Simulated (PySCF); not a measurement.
Start geometry of `CC(=O)c1ccc(CF)cc1` from GFN2-xTB (Å):
```
atom  x, y, z in Å
C1    -3.3240   -0.3345    0.1153
C2    -2.3574    0.7474   -0.2971
O3    -2.7308    1.8452   -0.6739
C4    -0.8762    0.4001   -0.2257
C5    -0.4398   -0.8509    0.1841
C6     0.9183   -1.0931    0.2318
C7     1.8437   -0.1224   -0.1392
C8     3.3304   -0.3659   -0.1108
F9     3.6166   -1.6320    0.3404
C10    1.3663    1.1210   -0.5462
C11    0.0065    1.3731   -0.5873
H12   -3.2294   -1.1857   -0.5151
H13   -3.2065   -0.5919    1.1355
H14   -4.3683    0.0892    0.0139
H15   -1.1243   -1.6357    0.4914
H16    1.2822   -2.0487    0.5653
H17    3.7533   -0.2515   -1.1083
H18    3.8035    0.3276    0.5894
H19    2.0705    1.8814   -0.8465
H20   -0.3855    2.3427   -0.9124
```

Task: What comes out of this run: PySCF 2.14.0, PBE0-D3(BJ)/def2-SVP geometry optimisation, gas phase?

Result: 
```
atom  x, y, z in Å
C1    -3.371   -0.267    0.090
C2    -2.351    0.779   -0.289
O3    -2.694    1.888   -0.636
C4    -0.901    0.417   -0.224
C5    -0.444   -0.845    0.166
C6     0.920   -1.125    0.212
C7     1.848   -0.143   -0.132
C8     3.321   -0.431   -0.086
F9     3.578   -1.700    0.353
C10    1.396    1.124   -0.525
C11    0.038    1.400   -0.570
H12   -3.288   -1.150   -0.562
H13   -3.218   -0.608    1.125
H14   -4.373    0.167   -0.008
H15   -1.153   -1.629    0.439
H16    1.276   -2.109    0.517
H17    3.763   -0.311   -1.092
H18    3.826    0.284    0.588
H19    2.117    1.901   -0.796
H20   -0.337    2.380   -0.872
```

The energy falls by 4.5 kcal/mol over 13 energy and gradient evaluations, the largest force component goes from 0.0490 to 2.1e-04 Eh/bohr, and the atoms move by 0.030 Å rms after alignment. The bond that changes most is C1–H13 (methyl carbon next to a carbonyl to methyl hydrogen), which lengthens by 0.042 Å. Bonds longer at the end by more than 0.005 Å: 11 of 20; shorter: 5. Among the angles that change most is H12–C1–H13, from 111.5° to 107.3°. Rotational constants go from 3245, 548.8, 472.2 to 3213, 546.5, 469.8 MHz. The orientation of the end geometry is arbitrary; only internal coordinates are fixed.

The run used 199 basis functions and 97 SCF cycles in all.

No frequency check. The numbers are those of one conformer.
